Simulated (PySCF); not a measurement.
# Shapes and spin states of FeCl2

Level of theory: B3LYP/[Fe def2-TZVP, Cl def2-TZVP], no relativity, density fitting, PySCF.

Relaxations began from a few typed shapes and spin states; open shells are unrestricted. The search is not exhaustive: other isomers or separated fragments can lie lower, and high-lying points may rest on an excited occupation.

Q: Which is the lowest minimum found?
A. quintet D∞h: Fe–Cl 2.146 Å (×2); Cl–Fe–Cl 180.0°
B. broken-symmetry Ms = 0 (⟨S²⟩ 2.00) D∞h: Fe–Cl 2.131 Å (×2); Cl–Fe–Cl 180.0°
C. broken-symmetry Ms = 1 (⟨S²⟩ 3.01) D∞h: Fe–Cl 2.127 Å (×2); Cl–Fe–Cl 180.0°
D. quintet D∞h: Fe–Cl 2.146 Å (×2); Cl–Fe–Cl 180.0°
E. broken-symmetry Ms = 0 (⟨S²⟩ 1.74) D∞h: Fe–Cl 2.104 Å (×2); Cl–Fe–Cl 180.0°
F. singlet (closed shell, unstable to spin polarisation) C2v: Fe–Cl 2.063 Å (×2); Cl–Fe–Cl 151.7°
G. singlet (closed shell, unstable to spin polarisation) D∞h: Fe–Cl 2.066 Å (×2); Cl–Fe–Cl 180.0°
H. singlet (closed shell, unstable to spin polarisation) D∞h: Fe–Cl 2.084 Å (×2); Cl–Fe–Cl 180.0°

A: D. The others lie at 0.2 (quintet D∞h), 125.1 (broken-symmetry Ms = 1 D∞h), 172.3 (broken-symmetry Ms = 0 D∞h), 179.2 (broken-symmetry Ms = 0 D∞h), 303.9 (singlet D∞h), 340.6 (singlet C2v), 342.0 (singlet D∞h, a saddle point) kJ/mol above it.

Formally Fe is in oxidation state +2, d6, with 4 unpaired electrons (the high-spin count). The Mulliken spin on Fe is 3.76. The polar-tensor charge on Fe, 1.24, is below the formal one.

For the lowest minimum: with open d or f shells other occupations or spin states may lie lower.

The electron or spin density has lower symmetry than the nuclear frame for the broken-symmetry Ms = 1 (⟨S²⟩ 3.01) D∞h at 125.1 kJ/mol, broken-symmetry Ms = 0 (⟨S²⟩ 2.00) D∞h at 172.3 kJ/mol, broken-symmetry Ms = 0 (⟨S²⟩ 1.74) D∞h at 179.2 kJ/mol, singlet (closed shell, unstable to spin polarisation) D∞h at 303.9 kJ/mol.
